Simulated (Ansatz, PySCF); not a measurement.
Process, species as SMILES: [C-]#[N+]C -> [C-]#[N+][CH2-] + H+
Each molecule is optimised on its own at B3LYP-D3(BJ)/def2-TZVP (Ansatz, a first-principles code).
Geometry of the first species:
```
C
H 1 1.0897
H 1 1.0897 2 109.15
H 1 1.0897 2 109.15 3 119.22
N 1 1.4180 2 109.79 3 -120.39
C 5 1.1645 3 150.15 1 180.00
```

Wanted: gas-phase deprotonation energy (enthalpy at 298 K, with B3LYP-D3(BJ) rigid-rotor harmonic-oscillator terms from PySCF), in kJ/mol. Valence correlation only, unless marked. No spin-orbit coupling. No relativistic terms. Anions need diffuse functions: aug- sets have them; def2-D sets add few; the other sets have none. CBS(X,Y): correlation extrapolated as X^-3; Hartree-Fock from the larger set. The bracket is a focal-point correction in the basis named.

Level to compare with: RI-MP2/CBS(aug-cc-pVTZ,aug-cc-pVQZ)+[CCSD(T)-MP2]/aug-cc-pVTZ (Ansatz), 1604.3 kJ/mol. It is a level with limits of its own, and the differences hold the functionals' basis error too.

Q: Rank these functionals by how close they come to RI-MP2/CBS(aug-cc-pVTZ,aug-cc-pVQZ)+[CCSD(T)-MP2]/aug-cc-pVTZ, closest first: PBE/def2-TZVPD (Ansatz); LC-wPBE/def2-TZVPD (Ansatz); TPSSh/def2-TZVPD (PySCF).

A: TPSSh/def2-TZVPD (hybrid meta-GGA, 1607.7 kJ/mol, difference 3.4), LC-wPBE/def2-TZVPD (range-separated hybrid, 1622.2 kJ/mol, difference 17.9), PBE/def2-TZVPD (GGA, 1577.9 kJ/mol, difference -26.4)
